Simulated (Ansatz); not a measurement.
Compare A (`CC(C)=[O+][AlH3-]`) with its isomer B (`CC[CH](O)[AlH2]`).

Isolated molecules relaxed with PBE0-D4/def2-TZVP in Ansatz; ΔE leaves out vibrations. CBS: MP2 limit from def2 TZ/QZ plus the TZ coupled-cluster correction, frozen cores. Functionals use def2-TZVPP. B3LYP here is the variant with VWN-RPA as its local correlation; programs differ in this. Each species was taken in one conformer, which may not be the lowest.

(1) Which isomer does CCSD(T)/CBS put lower? Give the gap. (Best estimate.)

(2) Give E(B) − E(A) in kcal/mol with B3LYP-D4, B2PLYP, CCSD/def2-TZVPP, HF/def2-TZVPP, PBE-D4, PBE0-D4, ωB97M-V. (Best estimate.)

Largest T1 diagnostic: 0.014.

## Answers

(1) Computed: A, by 18.9 kcal/mol.

(2) The calculation gave: B3LYP-D4 22.5, B2PLYP 21.4, CCSD/def2-TZVPP 19.6, HF/def2-TZVPP 26.4, PBE-D4 20.5, PBE0-D4 19.2, ωB97M-V 20.5. None reverses the order clearly.

From PBE to PBE0 (25 % exact exchange), in def2-TZVPP and without D4, E(B) − E(A) moves by −1.3 kcal/mol. In def2-TZVPP, CCSD(T) changes the Hartree–Fock value by −6.6 kcal/mol (the triples alone add +0.3 kcal/mol) and MP2 by −8.4 kcal/mol.
